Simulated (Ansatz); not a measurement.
Ansatz results at the PBE0-D4/def2-TZVP geometry: LUMO energy (ωB97M-V/def2-TZVPP) 2.47 eV; HOMO energy (PBE0/def2-TZVPP) -7.94 eV; size of the dipole moment (PBE/def2-TZVPP) 1.43 D.

Each molecule was computed in one conformer, which needn't be the lowest.

Problem. Which molecule gave them?
A. `IC1CB[SiH2]1`
B. `OCCCCl`
C. `B[SiH2][SiH2]CF`
D. `O[CH2][In]([F])[SiH3]`

Solution. B. The others give `B[SiH2][SiH2]CF`: 1.00, -7.43, 2.48; `IC1CB[SiH2]1`: -0.42, -6.91, 1.89; `O[CH2][In]([F])[SiH3]`: -0.29, -6.80, 3.19.
